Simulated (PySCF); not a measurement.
Exercise with solution: oscillator strength and radiative lifetime

AlClH₅NO₂Si, SMILES Cl[SiH2][NH][Al]([OH])[OH].

Geometry: PBE0-D3(BJ)/def2-SVP. The structure was generated by enumeration; whether it is a known compound was not checked. One conformer was computed; it need not be the lowest.

TDDFT-CAM-B3LYP/def2-SVPD in PySCF 2.14.0 puts the first singlet state with f over 0.02 at 7.69 eV (vertical), with the transition dipole (-0.609, 0.044, -0.404) in atomic units.

Task: Find the oscillator strength, the wavelength and the radiative lifetime that this transition would have in vacuum if emission retraced absorption.

Result: 
|μ|² = 0.5360 au, so |μ| = 1.86 D. ΔE = 7.69/27.211 = 0.2826 hartree. f = (2/3) ΔE |μ|² = 0.101 (the program prints 0.101).
λ = 1239.84/7.69 = 161 nm; ν = 62024 cm⁻¹.
Einstein's coefficient A = 0.6670 ν² f s⁻¹ (ν in cm⁻¹) = 2.6e8 s⁻¹, so τ = 1/A = 3.9 ns. This state is S4; the lower singlets have f = 0.014, 0.001, 0.001. The figure is the radiative limit of this one transition; relaxation, internal conversion, crossing to triplets and a medium change what is measured.
